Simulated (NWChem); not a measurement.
Molecule: BeHOF; SMILES [OH][Be][F]

```xyz
4

Be    -0.0004     0.0004     0.0107
F      0.0156    -0.0153     1.4091
O     -0.0657     0.0642    -1.3964
H      0.3112    -0.3038    -2.2007
```
Atoms are numbered in this order, from 1.

Level: PBE-D3(BJ)/def2-SVP (NWChem); excitation at 532 nm, off resonance, unscaled harmonic frequencies. The geometry was optimised at PBE-D3(BJ)/def2-SVP.

Problem. Give the Raman lines with relative activities.

Solution. 
| wavenumber (cm⁻¹) | relative intensity |
|---|---|
| 251 | 2.5 |
| 361 | 1.2 |
| 371 | 1.6 |
| 729 | 10 |
| 1633 | 2.8 |
| 3951 | 100 |
